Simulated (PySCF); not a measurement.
**Correlation energy of S(3+) (sulfur, charge +3)**

[Ne] 3s2 3p1, 2P determinant. Computed with PySCF 2.14 in aug-cc-pCVQZ-DK (10s9p7d5f3g, 134 functions), with scalar relativity by spin-free X2C-1e. Frozen: 1s2; 11 electrons correlated.

MP2 pair energies summed by pair of shells (mhartree):

| pair | energy | share (%) |
| --- | --- | --- |
| 2p-2p | -204.73 | 54.0 |
| 2s-2p | -65.73 | 17.3 |
| 3s-3s | -28.90 | 7.6 |
| 2p-3s | -28.79 | 7.6 |
| 3s-3p | -24.77 | 6.5 |
| 2p-3p | -10.52 | 2.8 |
| 2s-2s | -10.44 | 2.8 |
| 2s-3s | -3.78 | 1.0 |
| 2s-3p | -1.71 | 0.5 |

Total MP2 correlation energy: -379.36 mhartree.

Same-spin part -90.35 and opposite-spin part -289.01 mhartree; SCS-MP2 scales them by 1/3 and 6/5 to -376.93 mhartree.
